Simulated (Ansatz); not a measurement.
A run of Ansatz (development build ahead of 0.2.0) on quartet CoCl₄(2-) at this shape:

```xyz
5

Co    0.0000    0.0000    0.0000
Cl    1.3106    1.3106    1.3106
Cl    1.3106   -1.3106   -1.3106
Cl   -1.3106    1.3106   -1.3106
Cl   -1.3106   -1.3106    1.3106
```

Its results:

```json
{
 "Converged": "yes",
 "Total energy": "-3219.72878 hartree",
 "Spin squared of the determinant": "3.758",
 "Stability test": "minimum"
}
```

Question: Which input gives this output? Name the method, the orbitals and the basis set, and write the input.

Answer: UHF in pcseg-2.

```yaml
crystal:
  periodic: [false, false, false]
  atoms:
    - { symbol: Co, position_ang: [0.0, 0.0, 0.0] }
    - { symbol: Cl, position_ang: [1.31059, 1.31059, 1.31059] }
    - { symbol: Cl, position_ang: [1.31059, -1.31059, -1.31059] }
    - { symbol: Cl, position_ang: [-1.31059, 1.31059, -1.31059] }
    - { symbol: Cl, position_ang: [-1.31059, -1.31059, 1.31059] }
basis:
  gaussian: { orbitals: pcseg-2 }
total_charge: -2
magnetization:
  spin_polarized: true
  initial_magnetization: 3
hamiltonian:
  xc: hf
```

Caution: no diffuse functions for an anion; other spin multiplicities were not run.
